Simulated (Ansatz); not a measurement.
Consider the formal exchange of groups at a C–O bond: `C[O][GeH]([Cl])[O]C` + `[CH3][GeH]([OH])[F]` → `[CH3][Ge]([CH3])([OH])[F]` + `C[O][GeH]([OH])[Cl]`.

Computed with Ansatz on PBE0-D4/def2-TZVP structures; ΔE is electronic, products minus reactants. CCSD(T)/CBS adds triple-zeta CCSD(T) − MP2 to the extrapolated MP2 energy (def2 sets, frozen cores). Functionals use def2-TZVPP. For Ge outer-core shells are correlated without core-valence functions, which leaves a few kJ/mol of doubt a bond. Scalar relativity is left out up to krypton. One conformer a species, not always the lowest.

| level | ΔE (eV) |
| --- | --- |
| r2SCAN-D4 | -1.01 |
| ωB97X-V | -0.96 |
| ωB97M-V | -1.01 |
| r2SCAN | -1.01 |
| HF/def2-QZVPP | -0.88 |
| MP2/def2-QZVPP | -1.10 |
| SCS-MP2/def2-QZVPP | -1.02 |
| MP2/CBS(def2) | -1.11 |

Problem. What does CCSD(T)/CBS give? (Estimate.)

Solution. Computed: -1.04 eV. The listed levels differ from it by 0.03, 0.08, 0.03, 0.03, 0.16, -0.06, 0.02, -0.07 eV.

Largest T1 diagnostic among the species: 0.011.

In def2-TZVPP, CCSD(T) changes the Hartree–Fock value by −0.13 eV (the triples alone add −0.01 eV) and MP2 by −0.20 eV.
